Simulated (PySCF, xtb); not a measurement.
CH3F3OSi, SMILES O[Si](F)(F)CF. One conformer was computed; it need not be the lowest.

Harmonic wavenumbers (cm⁻¹) from GFN2-xTB run with xtb 6.7.1 at its own minimum, in rising order: 33, 123, 156, 194, 217, 253, 273, 362, 690, 752, 759, 852, 916, 1006, 1037, 1198, 1292, 1436, 2969, 2977, 3653.

**Question.** What does PBE-D3(BJ)/def2-SVP (PySCF 2.14.0) give at its own minimum? (An estimate is asked for; the answer gives what the named calculation found.)

**Answer.** 27, 157, 182, 261, 282, 322, 362, 390, 657, 736, 807, 875, 946, 981, 1018, 1188, 1256, 1399, 2971, 3034, 3712. Paired by order, the mean absolute difference is 37 cm⁻¹ and the zero-point energies are 30.2 and 30.8 kcal/mol.
